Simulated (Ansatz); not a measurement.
CH$_{2}$Cl, doublet, geometry from GFN2-xTB; R2SCAN/3-21G run with Ansatz (a quantum-chemistry and plane-wave program).

Here is a job for Ansatz.
Ansatz 0.2 input:
```yaml
crystal:
  periodic: [false, false, false]
  atoms:
    - {symbol: C, position_ang: [0.00128034, -0.21316871, -1.07804677]}
    - {symbol: Cl, position_ang: [-0.00067229, 0.11193254, 0.56607046]}
    - {symbol: H, position_ang: [0.94272613, -0.30818573, -1.57707968]}
    - {symbol: H, position_ang: [-0.93897920, -0.31565514, -1.57783752]}
basis:
  gaussian:
    orbitals: 3-21G.json
hamiltonian:
  xc: r2scan
magnetization: {spin_polarized: true, initial_magnetization: 1}
```
The basis file holds 3-21G in the JSON format of the Basis Set Exchange.

### Question
Predict the main parts of the log of this Ansatz run.

### Answer

```
Functional definition: r2SCAN
306 factors; integrals over basis functions are off by at most 1.0e-3 eV
mean field evaluation 1: about -13519.9237 eV, gradient 1.8e1 eV
mean field evaluation 2: about -13518.9893 eV, gradient 2.2e1 eV
mean field evaluation 4: about -13521.6964 eV, gradient 8.1e-1 eV
mean field evaluation 8: about -13521.6853 eV, gradient 4.2e-3 eV
mean field -13521.68526110 eV, -496.9127680180 hartree, gradient 6.1e-5 eV, S^2 0.754879; 0 other end points of the search recorded, 0 dependent functions left out
reference -13521.68526536 eV, -496.9127681745 hartree; 13, 12 occupied and 13, 14 virtual orbitals, 306 factors
Total energy: -13521.68526536 eV, -496.9127681745 hartree
```
